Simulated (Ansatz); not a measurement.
## Worked example: CH2ClF + SnCl3 → CH2F + SnCl4

Species: CH2ClF (chlorofluoromethane) `FCCl`, singlet; SnCl3 `[Cl][Sn]([Cl])[Cl]`, doublet; CH2F `[CH2]F`, doublet; SnCl4 (tin tetrachloride) `[Cl][Sn]([Cl])([Cl])[Cl]`, singlet. A radical takes Cl: the energy is the difference in strength between the C–Cl bond broken and the Sn–Cl bond made.

Shapes, held fixed at every level: PBE0-D4/def2-TZVP. Programs: Ansatz 0.2.0. Electronic energies: no zero-point or thermal term.

At CCSD(T)/def2-TZVPP; 1 Eh = 2625.50 kJ/mol:

| species | energy (Eh) |
| --- | --- |
| CH2ClF | -598.693144 |
| SnCl3 | -1592.950059 |
| CH2F | -138.893050 |
| SnCl4 | -2052.746540 |

Task: Work out ΔE of the reaction at this level.

Result: 
1. Products less reactants: (-138.893050) + (-2052.746540) − [(-598.693144) + (-1592.950059)] = 0.003613 Eh = +9.5 kJ/mol.

Other levels give -0.4 (CCSD/def2-SVP) to +20.7 kJ/mol (PBE0-D4/def2-TZVPP). No measured value is set beside it here. Open shells run unrestricted. For atoms past krypton def2 sets carry core potentials with scalar relativity. Outer-core shells of Sn are correlated in most correlated rows, in sets that cover them unevenly.
